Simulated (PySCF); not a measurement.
Isomers of C7H8O2.

All values: CAM-B3LYP/def2-SVPD (PySCF) at GFN2-xTB geometries, gas phase, one conformer each. Core orbitals are frozen in the response; Δα² is half the sum of the squared differences of the principal polarisabilities.

Question: Rank by polarisability anisotropy Δα, lowest first.
A. `[CH2:1]=[CH:2]/[CH:3]=[CH:4]\[C:5](=[CH2:6])[C:7](=[O:8])[OH:9]` with C1–C2–C3–C4 -171°, C3–C4–C5–C6 39°, C4–C5–C7–O8 -17°, C5–C7–O9–H 180°
B. `[CH:1]#[C:2][CH2:3][CH2:4]/[CH:5]=[CH:6]\[C:7](=[O:8])[OH:9]` with C2–C3–C4–C5 62°, C3–C4–C5–C6 96°, C5–C6–C7–O8 -6°, C6–C7–O9–H 180°
C. `[O:1]=[CH:2][C@@H:3]1[CH2:4][CH:5]=[CH:6][C:7](=[O:8])[CH2:9]1` with O1–C2–C3–C4 -15°, C2–C3–C4–C5 -75°, C3–C4–C5–C6 -18°, C5–C6–C7–O8 175°, C6–C7–C9–C3 37°
D. `[CH3:1][C:2]#[C:3]/[CH:4]=[CH:5]\[O:6][C:7]([CH3:8])=[O:9]` with C4–C5–O6–C7 180°, C5–O6–C7–C8 -178°
E. `[CH3:1]/[CH:2]=[C:3]([CH:4]=[O:5])/[CH:6]=[CH:7]\[CH:8]=[O:9]` with C2–C3–C4–O5 167°, C2–C3–C6–C7 37°, C6–C7–C8–O9 -160°

Answer: C (3.90 Å³), B (7.25 Å³), E (7.70 Å³), A (10.17 Å³), D (10.71 Å³).

Question: Rank by HOMO energy, lowest first.
A. `[CH3:1][C:2]#[C:3]/[CH:4]=[CH:5]\[O:6][C:7]([CH3:8])=[O:9]` with C4–C5–O6–C7 180°, C5–O6–C7–C8 -178°
B. `[CH3:1]/[CH:2]=[C:3]([CH:4]=[O:5])/[CH:6]=[CH:7]\[CH:8]=[O:9]` with C2–C3–C4–O5 167°, C2–C3–C6–C7 37°, C6–C7–C8–O9 -160°
C. `[CH:1]#[C:2][CH2:3][CH2:4]/[CH:5]=[CH:6]\[C:7](=[O:8])[OH:9]` with C2–C3–C4–C5 62°, C3–C4–C5–C6 96°, C5–C6–C7–O8 -6°, C6–C7–O9–H 180°
D. `[O:1]=[CH:2][C@@H:3]1[CH2:4][CH:5]=[CH:6][C:7](=[O:8])[CH2:9]1` with O1–C2–C3–C4 -15°, C2–C3–C4–C5 -75°, C3–C4–C5–C6 -18°, C5–C6–C7–O8 175°, C6–C7–C9–C3 37°

Answer: C (-9.13 eV), D (-8.87 eV), B (-8.74 eV), A (-7.84 eV).

All values together:

```
               SMILES  μ (D)  HOMO (eV)  LUMO (eV)  α (Å³)  Δα (Å³)
     CC#C/C=C\OC(C)=O   2.63      -7.84       0.12   14.42    10.71
   C/C=C(C=O)/C=C\C=O   3.82      -8.74      -1.32   13.97     7.70
O=C[C@@H]1CC=CC(=O)C1   4.06      -8.87      -0.69   12.23     3.90
  C=C/C=C\C(=C)C(=O)O   2.02      -7.87      -0.77   14.57    10.17
     C#CCC/C=C\C(=O)O   1.00      -9.13      -0.41   13.19     7.25
```

Conformers: `[CH3:1][C:2]#[C:3]/[CH:4]=[CH:5]\[O:6][C:7]([CH3:8])=[O:9]` with C4–C5–O6–C7 180°, C5–O6–C7–C8 -178°; `[CH3:1]/[CH:2]=[C:3]([CH:4]=[O:5])/[CH:6]=[CH:7]\[CH:8]=[O:9]` with C2–C3–C4–O5 167°, C2–C3–C6–C7 37°, C6–C7–C8–O9 -160°; `[O:1]=[CH:2][C@@H:3]1[CH2:4][CH:5]=[CH:6][C:7](=[O:8])[CH2:9]1` with O1–C2–C3–C4 -15°, C2–C3–C4–C5 -75°, C3–C4–C5–C6 -18°, C5–C6–C7–O8 175°, C6–C7–C9–C3 37°; `[CH2:1]=[CH:2]/[CH:3]=[CH:4]\[C:5](=[CH2:6])[C:7](=[O:8])[OH:9]` with C1–C2–C3–C4 -171°, C3–C4–C5–C6 39°, C4–C5–C7–O8 -17°, C5–C7–O9–H 180°; `[CH:1]#[C:2][CH2:3][CH2:4]/[CH:5]=[CH:6]\[C:7](=[O:8])[OH:9]` with C2–C3–C4–C5 62°, C3–C4–C5–C6 96°, C5–C6–C7–O8 -6°, C6–C7–O9–H 180°.
